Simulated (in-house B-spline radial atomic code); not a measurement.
**RPA and G0W0 on PBEsol: Pb III (Pb2+)**

Configuration [Xe] 4f14 5d10 6s2, mean-field start PBEsol. Computed with a B-spline radial code for spherical atoms: all electrons, scalar-relativistic (spin-free one-electron X2C), finite nucleus, each spin shell either full or empty, empty states to l = 9 with an (l + 1/2)⁻⁴ tail; G0W0 by contour deformation at full frequency.

Without the two-electron picture change, the correlation of inner shells comes somewhat too large for so heavy an element.

Command:
```bash
python run_gw.py task.json out
```
Settings (radii: box in bohr, nucleus in fm):
```
Z                        82
electrons                80
configuration            [Xe] 4f14 5d10 6s2
hamiltonian              x2c
method                   pbesol
lmax                     9
rms_radius               5.5012
spin_polarised           False
box_radius               17.55
intervals                68
ion_configuration        [Xe] 4f14 5d10 6s1
```

Cost of the run: 24 s on 1 thread of Arm Neoverse N1 (shared host).

Energies (hartree):

```tsv
term	value
mean-field total	-20879.40258
Hartree-Fock functional on these orbitals	-20879.34734
direct second order	-8.3646
second-order exchange	2.0624
SOSEX correction	1.9254
```

What is the RPA correlation energy, and what remains with SOSEX?

RPA gives -7.2754 hartree (-2.47 eV per electron); RPA + SOSEX gives -5.35, and the second-order doubles -6.3022 hartree (no singles). SOSEX takes back 26 % of the RPA value.

Quasi-particle levels (eV):

```json
{"level": "6s", "occupied": "yes", "mean field": "-27.463", "Σx - vxc": "-2.80", "Σc": "?", "QP weight": "?", "G0W0": "?"}
{"level": "5d", "occupied": "yes", "mean field": "-37.83", "Σx - vxc": "-8.17", "Σc": "0.65", "QP weight": "0.892", "G0W0": "-45.35"}
{"level": "6p", "occupied": "no", "mean field": "-17.214", "Σx - vxc": "4.57", "Σc": "-1.34", "QP weight": "0.954", "G0W0": "-13.981"}
```

G0W0 = mean field + (Σx - vxc) + Σc, with Σc (partial-wave tail included) taken at the quasi-particle energy. Only the outer levels were computed. Levels of low weight are left out.

Where does G0W0 put 6s?

At -32.44 eV, with Σc = -2.18 eV and a quasi-particle weight of 0.945. The tabulated removal energy is 31.937 eV (NIST, measured); the calculation leaves out spin-orbit coupling, Breit and QED terms, and what these don't explain is the method's own error.

What does it cost to remove one electron (to [Xe] 4f14 5d10 6s1) by differences of total energies, each species on its own start (correlation terms add to the Hartree-Fock functional)?

PBEsol 32.15 eV, Hartree-Fock functional 29.732 eV, + RPA 32.37 eV, + RPA + SOSEX 31.76 eV, + second order 33.62 eV. Tabulated: 31.937 eV (NIST, measured); the calculation leaves out spin-orbit coupling, Breit and QED terms, and what these don't explain is the method's own error.
